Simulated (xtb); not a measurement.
Input for xtb: GFN2-xTB on H2OSi (SMILES O[SiH]), a point of a torsion scan.

```
$ xtb mol.xyz --gfn 2 --opt vtight --chrg 0 --uhf 0 --input xcontrol
4

O     -0.91224350     0.27390787     0.34536603
Si     0.65234840     0.64602708    -0.22345933
H     -1.28976730    -0.44165481    -0.22882957
H      0.94392544    -0.21446616    -1.38661268
$constrain
  force constant=1.0
  dihedral: 3,1,2,4,0.0
$end
```

It printed:

```
[...]
           -------------------------------------------------
          |                Calculation Setup                |
           -------------------------------------------------



           -------------------------------------------------
          |                 G F N 2 - x T B                 |
           -------------------------------------------------

        Reference                      10.1021/acs.jctc.8b01176
      * Hamiltonian:
        H0-scaling (s, p, d)           1.850000    2.230000    2.230000
        zeta-weighting                 0.500000
      * Dispersion:
        s8                             2.700000
        a1                             0.520000
        a2                             5.000000
        s9                             5.000000
      * Repulsion:
        kExp                           1.500000    1.000000
        rExp                           1.000000
      * Coulomb:
        alpha                          2.000000
        third order                    shell-resolved
        anisotropic                    true
        a3                             3.000000
        a5                             4.000000
        cn-shift                       1.200000
        cn-exp                         4.000000
        max-rad                        5.000000


          ...................................................
          :                      SETUP                      :
          :.................................................:
          :  # basis functions                  16          :
          :  # atomic orbitals                  15          :
          :  # shells                            7          :
          :  # electrons                        12          :
          :  max. iterations                   250          :
          :  Hamiltonian                  GFN2-xTB          :
          :  restarted?                      false          :
          :  GBSA solvation                  false          :
          :  PC potential                    false          :
          :  electronic temp.          300.0000000     K    :
          :  accuracy                    1.0000000          :
          :  -> integral cutoff          0.2500000E+02      :
          :  -> integral neglect         0.1000000E-07      :
          :  -> SCF convergence          0.1000000E-05 Eh   :
          :  -> wf. convergence          0.1000000E-03 e    :
          :  Broyden damping             0.4000000          :
          :  net charge                          0          :
          :  unpaired electrons                  0          :
          ...................................................

 iter      E             dE          RMSdq      gap      omega  full diag
   1     -6.8129199 -0.681292E+01  0.101E+01    2.28       0.0  T
   2     -6.8158522 -0.293234E-02  0.693E+00    2.37       1.0  T
   3     -6.8155681  0.284091E-03  0.221E+00    2.37       1.0  T
   4     -6.8184548 -0.288667E-02  0.117E+00    2.47       1.0  T
   5     -6.8183072  0.147584E-03  0.532E-01    2.60       1.0  T
   6     -6.8185897 -0.282508E-03  0.163E-01    2.57       1.0  T
   7     -6.8186150 -0.252660E-04  0.810E-02    2.56       1.0  T
   8     -6.8186206 -0.554602E-05  0.861E-03    2.56       5.8  T
   9     -6.8186206 -0.212985E-08  0.378E-03    2.56      13.2  T
  10     -6.8186206 -0.177873E-08  0.486E-04    2.56     102.8  T
  11     -6.8186206 -0.573390E-10  0.234E-04    2.56     213.5  T

   *** convergence criteria satisfied after 11 iterations ***

         #    Occupation            Energy/Eh            Energy/eV
      -------------------------------------------------------------
         1        2.0000           -0.7020443             -19.1036
         2        2.0000           -0.5987067             -16.2916
         3        2.0000           -0.5307659             -14.4429
         4        2.0000           -0.4510986             -12.2750
         5        2.0000           -0.4432907             -12.0626
         6        2.0000           -0.3202943              -8.7157 (HOMO)
         7                         -0.2261461              -6.1537 (LUMO)
         8                         -0.1560117              -4.2453
         9                         -0.0937784              -2.5518
        10                         -0.0557666              -1.5175
        11                         -0.0027946              -0.0760
       ...                                ...                  ...
        15                          0.6941644              18.8892
      -------------------------------------------------------------
                  HL-Gap            0.0941482 Eh            2.5619 eV
             Fermi-level           -0.2732202 Eh           -7.4347 eV

 SCC (total)                   0 d,  0 h,  0 min,  0.003 sec
 SCC setup                      ...        0 min,  0.000 sec (  5.733%)
 Dispersion                     ...        0 min,  0.000 sec (  3.168%)
 classical
[...]
................................

 iter      E             dE          RMSdq      gap      omega  full diag
   1     -6.8373078 -0.683731E+01  0.817E-05    2.77       0.0  T
   2     -6.8373078 -0.202505E-12  0.512E-05    2.77     976.4  T
   3     -6.8373078 -0.612843E-13  0.960E-06    2.77    5207.5  T

   *** convergence criteria satisfied after 3 iterations ***

         #    Occupation            Energy/Eh            Energy/eV
      -------------------------------------------------------------
         1        2.0000           -0.7061630             -19.2157
         2        2.0000           -0.6095048             -16.5855
         3        2.0000           -0.5195447             -14.1375
         4        2.0000           -0.4579250             -12.4608
         5        2.0000           -0.4357563             -11.8575
         6        2.0000           -0.3176401              -8.6434 (HOMO)
         7                         -0.2158434              -5.8734 (LUMO)
         8                         -0.1565025              -4.2586
         9                         -0.0802449              -2.1836
        10                         -0.0467248              -1.2714
        11                          0.0222022               0.6042
       ...                                ...                  ...
        15                          0.8033208              21.8595
      -------------------------------------------------------------
                  HL-Gap            0.1017967 Eh            2.7700 eV
             Fermi-level           -0.2667417 Eh           -7.2584 eV

 SCC (total)                   0 d,  0 h,  0 min,  0.001 sec
 SCC setup                      ...        0 min,  0.000 sec (  4.139%)
 Dispersion                     ...        0 min,  0.000 sec (  0.801%)
 classical contributions        ...        0 min,  0.000 sec (  0.351%)
 integral evaluation            ...        0 min,  0.000 sec ( 28.407%)
 iterations                     ...        0 min,  0.000 sec ( 24.936%)
 molecular gradient             ...        0 min,  0.000 sec ( 36.550%)
 printout                       ...        0 min,  0.000 sec (  4.278%)

         :::::::::::::::::::::::::::::::::::::::::::::::::::::
         ::                     SUMMARY                     ::
         :::::::::::::::::::::::::::::::::::::::::::::::::::::
         :: total energy              -6.799728180786 Eh    ::
         :: gradient norm              0.000017100296 Eh/a0 ::
         :: HOMO-LUMO gap              2.770030207813 eV    ::
         ::.................................................::
         :: SCC energy                -6.837307776942 Eh    ::
         :: -> isotropic ES            0.027616892053 Eh    ::
         :: -> anisotropic ES         -0.001347664166 Eh    ::
         :: -> anisotropic XC         -0.007217696220 Eh    ::
         :: -> dispersion             -0.001240005938 Eh    ::
         :: repulsion energy           0.037579596156 Eh    ::
         :: add. restraining           0.000000000000 Eh    ::
         :: total charge              -0.000000000000 e     ::
         :::::::::::::::::::::::::::::::::::::::::::::::::::::

           -------------------------------------------------
          |                Property Printout                |
           -------------------------------------------------

    * Orbital Energies and Occupations

         #    Occupation            Energy/Eh            Energy/eV
      -------------------------------------------------------------
         1        2.0000           -0.7061630             -19.2157
         2        2.0000           -0.6095048             -16.5855
         3        2.0000           -0.5195447             -14.1375
         4        2.0000           -0.4579250             -12.4608
         5        2.0000           -0.4357563             -11.8575
         6        2.0000           -0.3176401              -8.6434 (HOMO)
         7                         -0.2158434              -5.8734 (LUMO)
         8                         -0.1565025              -4.2586
         9                         -0.0802449              -2.1836
        10                         -0.0467248              -1.2714
        11                          0.0222022               0.6042
        12                          0.0632291               1.7206
        13                          0.1758297               4.7846
        14                          0.5552931              15.1103
        15                          0.8033208              21.8595
      -------------------------------------------------------------
                  HL-Gap            0.1017967 Eh            2.7700 eV
             Fermi-level           -0.2667417 Eh           -7.2584 eV

     #   Z          covCN         q      C6AA      α(0)
     1   8 O        1.575    -0.494    22.824     6.447
     2  14 Si       1.678     0.362   186.789    29.057
     3   1 H        0.806     0.276     0.798     1.403
     4   1 H        0.908    -0.143     7.360     4.244

 Mol. C6AA /au·bohr⁶  :        468.877750
 Mol. C8AA /au·bohr⁸  :      21764.933393
 Mol. α(0) /au        :         41.150800


Wiberg/Mayer (AO) data.
largest (>0.10) Wiberg bond orders for each atom

 ---------------------------------------------------------------------------
     #   Z sym  total        # sym  WBO       # sym  WBO       # sym  WBO
 ---------------------------------------------------------------------------
     1   8 O    2.164 --     2 Si   1.249     3 H    0.880
     2  14 Si   2.235 --     1 O    1.249     4 H    0.944
     3   1 H    0.924 --     1 O    0.880
     4   1 H    0.979 --     2 Si   0.944
 ---------------------------------------------------------------------------

Topologies differ in total number of bonds
Writing topology from bond orders to xtbtopo.mol

molecular dipole:
                 x           y           z       tot (Debye)
 q only:        0.258       0.080      -0.072
   full:       -0.186      -0.550      -0.508       1.960
molecular quadrupole (traceless):
                xx          xy          yy          xz          yz          zz
Note: The following floating-point exceptions are signalling: IEEE_DENORMAL
normal termination of xtb
 q only:        0.954       2.430       0.771       1.600      -0.500      -1.725
  q+dip:        0.294       1.033      -0.161       1.384      -0.187      -0.133
   full:        0.604       0.066      -0.334       1.395      -2.115      -0.270

           -------------------------------------------------
          |                Geometry Summary                 |
           -------------------------------------------------

      molecular mass/u    :       46.1007851
   center of mass at/Å    :        0.1110012       0.4805491      -0.0683996
  moments of inertia/u·Å² :        0.2629047E+01   0.3031635E+02   0.3294540E+02
rotational constants/cm⁻¹ :        0.6412070E+01   0.5560574E+00   0.5116840E+00

 * 2 selected distances

     #   Z          #   Z                                           value/Å
     1   8 O        2  14 Si                                      1.6233201 (max)
     1   8 O        3   1 H                                       0.9590466 (min)

 * 2 distinct bonds (by element types)

   Z      Z             #   av. dist./Å        max./Å        min./Å
   1 H    8 O           1     0.9590466     0.9590466     0.9590466
   8 O   14 Si          1     1.6233201     1.6233201     1.6233201


optimized geometry written to: xtbopt.xyz


           -------------------------------------------------
          | TOTAL ENERGY               -6.799728180786 Eh   |
          | GRADIENT NORM               0.000017100296 Eh/α |
          | HOMO-LUMO GAP               2.770030207813 eV   |
           -------------------------------------------------

------------------------------------------------------------------------
------------------------------------------------------------------------
 total:
 SCF:
 ANC optimizer:
```

The run finished.

Warnings raised: the energy holds the restraint's term.

Cost: about 0.04 core-seconds (a rough figure).
